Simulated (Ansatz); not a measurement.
Start from `CO[SiH](F)S[SiH2]F` and change one atom or group to get `B[SiH](F)OC`.

Ansatz, PBE0-D4/def2-TZVP geometries, multiplicity 1. Each molecule was computed in one conformer, which needn't be the lowest.

```json
{"property": "LUMO energy (PBE0/def2-TZVPP) / eV", "`CO[SiH](F)S[SiH2]F`": "-0.28"}
{"property": "LUMO energy (B3LYP/def2-TZVPP) / eV", "`CO[SiH](F)S[SiH2]F`": "-0.45"}
{"property": "LUMO energy (ωB97M-V/def2-TZVPP) / eV", "`CO[SiH](F)S[SiH2]F`": "1.50"}
{"property": "size of the dipole moment (PBE/def2-TZVPP) / D", "`CO[SiH](F)S[SiH2]F`": "1.62"}
{"property": "HOMO–LUMO gap (PBE/def2-TZVPP) / eV", "`CO[SiH](F)S[SiH2]F`": "5.87"}
{"property": "HOMO energy (PBE/def2-TZVPP) / eV", "`CO[SiH](F)S[SiH2]F`": "-7.01"}
```

Give the same properties after the change, and the shifts. (An estimate is asked.)

Computed: 
```csv
property,`B[SiH](F)OC`,shift
LUMO energy (PBE0/def2-TZVPP) / eV,-2.59,-2.31
LUMO energy (B3LYP/def2-TZVPP) / eV,-2.79,-2.34
LUMO energy (ωB97M-V/def2-TZVPP) / eV,-0.59,-2.09
size of the dipole moment (PBE/def2-TZVPP) / D,1.43,-0.19
HOMO–LUMO gap (PBE/def2-TZVPP) / eV,3.36,-2.51
HOMO energy (PBE/def2-TZVPP) / eV,-6.99,0.02
```

With PBE0 the HOMO falls by 0.07 eV and the LUMO falls by 2.31 eV, so the gap narrows by about 2.24 eV. PBE moves the HOMO by 0.02 eV and ωB97M-V by -0.08 eV. Dipoles are sizes alone; their direction can turn.

B3LYP here is the variant with VWN-RPA as its local correlation; programs differ in this.
